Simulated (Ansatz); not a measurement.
```xyz
13

O     1.9928   -1.7979   -0.5004
Si    1.6907   -0.6970    0.6746
O     1.0546    0.6838    0.0832
Si   -0.3098    1.3084   -0.5907
Si   -2.2291    0.1376    0.0817
H     2.7174   -1.6310   -1.1046
H     0.7130   -1.3554    1.5700
H     2.9382   -0.3110    1.3754
H    -0.1893    1.2639   -2.0743
H    -0.4089    2.7342   -0.1804
H    -3.4195    0.7482   -0.5721
H    -2.4064    0.2088    1.5573
H    -2.1437   -1.2926   -0.3197
```

The species carries charge 0 and has multiplicity 1.

(1) List the B3LYP/def2-TZVPP orbital energies in eV (the Gaussian-basis code of Ansatz). (Best estimate.)

Results:

(1) The calculation gave: Occupied: -1799.92, -1799.56, -1798.79, -520.79, -520.68, -144.29, -144.01, -143.37, -99.65, -99.62, -99.59, -99.36, -99.31, -99.31, -98.68, -98.68, -98.68, -27.84, -27.20, -16.39, -15.30, -14.46, -12.63, -11.72, -11.48, -11.08, -10.24, -9.68, -9.62, -9.49, -8.90, -8.73, -7.75. Lowest empty: -0.56, 0.20, 0.23, 0.55, 0.89, 1.05, 1.50, 1.85.

B3LYP here is the variant with VWN-RPA as its local correlation; programs differ in this.
